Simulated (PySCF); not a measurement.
GaBr2, SMILES [Br][Ga][Br], multiplicity 2.

Coordinates come from a B3LYP-D3(BJ)/def2-SVP optimisation. The multiplicity is an assumed one; no other spin state was optimised. The isomer is the one that the SMILES or the coordinates give; other isomers of the formula were not compared.

Two levels are set side by side: PBE/def2-TZVPD (PySCF) and PBE0/def2-TZVPD (PySCF). Same geometry, gas phase. Differences are taken from unrounded values.

| quantity | PBE0 |
|---|---|
| α-spin orbital gap (eV) | 4.76 |
| β-spin orbital gap (eV) | 4.30 |
| dipole moment (D) | 1.67 |
| mean polarisability (bohr³) | 81.1 |

Task: What does PBE give, and how far is it from PBE0? (An estimate is asked for; the answer gives what the named calculation found.)

Result: 
```tsv
quantity	PBE	PBE minus PBE0
α-spin orbital gap (eV)	3.06	-1.70
β-spin orbital gap (eV)	2.23	-2.07
dipole moment (D)	1.47	-0.20
mean polarisability (bohr³)	84.5	3.4
```

PBE's more diffuse valence density responds more strongly to a field. Differences between two approximate levels are no errors against the true value.

Rough cost on one machine, each run with all the roots and properties that it gave: PBE0 against PBE within a factor of 2.
